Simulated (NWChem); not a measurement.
The numbers come from NWChem runs, not from measurements. System: H₃Ga, charge 0, spin multiplicity 1, at a geometry optimised with PBE/def2-SVP. The structure started from a generated list of species. Level: CR-EOMCCSD(T)/def2-SVPD, 9 core orbitals frozen.

Job file:

```
start mol
memory heap 100 mb stack 700 mb global 1900 mb
geometry units angstroms nocenter noautoz
  Ga     0.000000     0.000000     0.000001
  H      0.000000     0.000000     1.580659
  H      1.368877     0.000000    -0.790348
  H     -1.368877     0.000000    -0.790348
  symmetry group C2v
end
basis spherical
  * library def2-svpd
end
scf
  rhf
  nopen 0
  maxiter 100
  thresh 1e-7
  semidirect memsize 60000000 filesize 0
end
tce
  freeze core 9
  creomsd(t)
  nroots 1
  2eorb
  2emet 13
  thresh 1e-5
  maxiter 200
  tilesize 24
end
task tce energy
```

Part of the output:

```
             Northwest Computational Chemistry Package (NWChem) 7.3.0
             --------------------------------------------------------

                                NWChem Input Module
                                -------------------

 Scaling coordinates for geometry "geometry" by  1.889725989
 (inverse scale =  0.529177249)

 Turning off AUTOSYM since
 SYMMETRY directive was detected!

                             Geometry "geometry" -> ""
                             -------------------------

 Output coordinates in angstroms (scale by  1.889725989 to convert to a.u.)

  No.       Tag          Charge          X              Y              Z
 ---- ---------------- ---------- -------------- -------------- --------------
    1 Ga                  31.0000     0.00000000     0.00000000     0.00000100
    2 H                    1.0000     0.00000000     0.00000000     1.58065900
    3 H                    1.0000     1.36887700     0.00000000    -0.79034800
    4 H                    1.0000    -1.36887700     0.00000000    -0.79034800

 Effective nuclear repulsion energy (a.u.)      31.7146861136

            Nuclear Dipole moment (a.u.)
            ----------------------------
        X                 Y               Z
 ---------------- ---------------- ----------------
     0.0000000000     0.0000000000    -0.0000113384

      Symmetry information
      --------------------

 Group name             C2v
 Group number             16
 Group order               4
 No. of unique centers     3

      Symmetry unique atoms

     1    2    3


 Summary of "ao basis" -> "" (spherical)
 ------------------------------------------------------------------------------
       Tag                 Description            Shells   Functions and Types
 ---------------- ------------------------------  ------  ---------------------
 *                         def2-svpd                  on all atoms

 Summary of "ao basis" -> "ao basis" (spherical)
 ------------------------------------------------------------------------------
       Tag                 Description            Shells   Functions and Types
 ---------------- ------------------------------  ------  ---------------------
 Ga                        def2-svpd                14       38   6s4p4d
 H                         def2-svpd                 4        8   2s2p

                                 NWChem SCF Module
                                 -----------------

  ao basis        = "ao basis"
  functions       =    62
  atoms           =     4
  closed shells   =    17
  open shells     =     0
  charge          =   0.00
  wavefunction    = RHF
  use symmetry    = T
  symmetry adapt  = T

 Summary of "ao basis" -> "ao basis" (spherical)
 ------------------------------------------------------------------------------
       Tag                 Description            Shells   Functions and Types
 ---------------- ------------------------------  ------  ---------------------
 Ga                        def2-svpd                14       38   6s4p4d
 H                         def2-svpd                 4        8   2s2p

      Symmetry analysis of basis
      --------------------------

        a1         28
        a2          6
        b1         16
        b2         12

 Forming initial guess at       0.0s

      Superposition of Atomic Density Guess
      -------------------------------------

 Sum of atomic energies:       -1924.47384734

      Non-variational initial energy
      ------------------------------
[...]
 EOM-CCSD right-hand side iterations
 --------------------------------------------------------------
      Residuum       Omega / hartree  Omega / eV    Cpu    Wall
 --------------------------------------------------------------

 Iteration   1 using    1 trial vectors
   0.3141745463173   0.3804625384783   10.35292     0.4     0.4

 Iteration   2 using    2 trial vectors
   0.1209808102947   0.3219499347296    8.76071     0.3     0.3

 Iteration   3 using    3 trial vectors
   0.0636799554193   0.3165758238304    8.61447     0.3     0.3

 Iteration   4 using    4 trial vectors
   0.0373780080908   0.3136108618492    8.53379     0.3     0.3

 Iteration   5 using    5 trial vectors
   0.0241219034765   0.3117552745935    8.48330     0.3     0.3

 Iteration   6 using    6 trial vectors
   0.0234190051895   0.3107773822053    8.45669     0.2     0.2

 Iteration   7 using    7 trial vectors
   0.0237676959634   0.3097196154225    8.42790     0.3     0.3

 Iteration   8 using    8 trial vectors
   0.0186646527458   0.3092675548230    8.41560     0.3     0.3

 Iteration   9 using    9 trial vectors
   0.0097613258242   0.3092369830973    8.41477     0.3     0.3

 Iteration  10 using   10 trial vectors
   0.0070289693862   0.3091178221845    8.41153     0.3     0.3

 Iteration  11 using   11 trial vectors
   0.0050669999247   0.3090874050451    8.41070     0.3     0.3

 Iteration  12 using   12 trial vectors
   0.0034854943987   0.3090908245960    8.41079     0.2     0.2

 Iteration  13 using   13 trial vectors
   0.0022725099430   0.3090589111589    8.40992     0.3     0.3

 Iteration  14 using   14 trial vectors
   0.0015669765393   0.3090474381294    8.40961     0.3     0.3

 Iteration  15 using   15 trial vectors
   0.0008957376942   0.3090490630447    8.40966     0.3     0.3

 Iteration  16 using   16 trial vectors
   0.0004335008622   0.3090476298482    8.40962     0.3     0.3

 Iteration  17 using   17 trial vectors
   0.0002219993601   0.3090484633810    8.40964     0.3     0.3

 Iteration  18 using   18 trial vectors
   0.0001121205516   0.3090487892817    8.40965     0.3     0.3

 Iteration  19 using   19 trial vectors
   0.0000647583489   0.3090478471463    8.40962     0.3     0.3

 Iteration  20 using   20 trial vectors
   0.0000307196084   0.3090478632602    8.40962     0.3     0.3

 Iteration  21 using   21 trial vectors
   0.0000124485745   0.3090477923542    8.40962     0.3     0.3

 Iteration  22 using   22 trial vectors
   0.0000047039421   0.3090477444080    8.40962     0.3     0.3
 --------------------------------------------------------------
 Iterations converged
 ------------------

 Excited state root  1
 Excitation energy / hartree =        0.309047744407998
                   / eV      =        8.409620586897590
 largest EOMCCSD amplitudes: R1 and R2

 Singles contributions
    19a1  (alpha) ---    17b1  (alpha)       -0.8239200044
    20a1  (alpha) ---    17b1  (alpha)        0.3398895982
    27a1  (alpha) ---    17b1  (alpha)       -0.1769940905
    28a1  (alpha) ---    17b1  (alpha)        0.1319642475

 Doubles contributions
======= CR-EOMCCSD(T) calculation ======
corresponding R0 value =     0.000000

CR-EOMCCSD(T) Intermediates cpu wall time             0.6            0.6
 creom_N i2_1 nr of boxes                   168
 creom_N i2_2 nr of boxes                   168
 creom_N i2_3 nr of boxes                   168
 creom_N i2_4 nr of boxes                   168

CR-EOMCCSD(T) triples loop cpu wall             1.0            1.0

 CR-EOMCCSD(T)  total energy / hartree       =     -1924.648159610155517
 CR-EOMCCSD(T)  excitation energy (eV)       =      8.37697

 =========================================
 Excited-state calculation ( b2  symmetry)
 =========================================
 Dim. of EOMCC iter. space      500

 EOMCCSD SOLVER TYPE  1
  maxdiff =   0.46365776705962047

 No. of initial right vectors    1

 EOM-CCSD right-hand side iterations
 --------------------------------------------------------------
      Residuum       Omega / hartree  Omega / eV    Cpu    Wall
 --------------------------------------------------------------

 Iteration   1 using    1 trial vectors
   0.3698294822143   0.2776521107002    7.55530     0.4     0.4

 Iteration   2 using    2 trial vectors
   0.1206406878233   0.2054135952378    5.58959     0.2     0.2

 Iteration   3 using    3 trial vectors
   0.0536015336576   0.1995235450489    5.42931     0.2     0.2

 Iteration   4 using    4 trial vectors
   0.0183751109612   0.1984221796151    5.39934     0.3     0.3

 Iteration   5 using    5 trial vectors
   0.0051909817525   0.1982268212585    5.39403     0.3     0.3

 Iteration   6 using    6 trial vectors
   0.0016030318087   0.1981759995803    5.39265     0.3     0.3

 Iteration   7 using    7 trial vectors
   0.0005331122719   0.1981593182009    5.39219     0.3     0.3

 Iteration   8 using    8 trial vectors
   0.0002294307605   0.1981585461517    5.39217     0.2     0.2

 Iteration   9 using    9 trial vectors
   0.0001107945902   0.1981594542162    5.39220     0.3     0.3

 Iteration  10 using   10 trial vectors
   0.0000461144978   0.1981593228297    5.39219     0.3     0.3

 Iteration  11 using   11 trial vectors
   0.0000173127540   0.1981592816903    5.39219     0.3     0.3

 Iteration  12 using   12 trial vectors
   0.0000056922204   0.1981592863540    5.39219     0.3     0.3
 --------------------------------------------------------------
 Iterations converged
 ------------------

 Excited state root  1
 Excitation energy / hartree =        0.198159286354023
                   / eV      =        5.392190831872652
 largest EOMCCSD amplitudes: R1 and R2

 Singles contributions
    18b2  (alpha) ---    16a1  (alpha)        0.9160283602
    31b2  (alpha) ---    16a1  (alpha)       -0.1010906038

 Doubles contributions
======= CR-EOMCCSD(T) calculation ======
corresponding R0 value =     0.000000

CR-EOMCCSD(T) Intermediates cpu wall time             0.7            0.7
 creom_N i2_1 nr of boxes                   168
 creom_N i2_2 nr of boxes                   168
 creom_N i2_3 nr of boxes                   168
 creom_N i2_4 nr of boxes                   168

CR-EOMCCSD(T) triples loop cpu wall             0.9            0.9

 CR-EOMCCSD(T)  total energy / hartree       =     -1924.760241473103633
 CR-EOMCCSD(T)  excitation energy (eV)       =      5.32706

 Task  times  cpu:       32.2s     wall:       32.2s

 Total times  cpu:       32.3s     wall:       32.3s
```
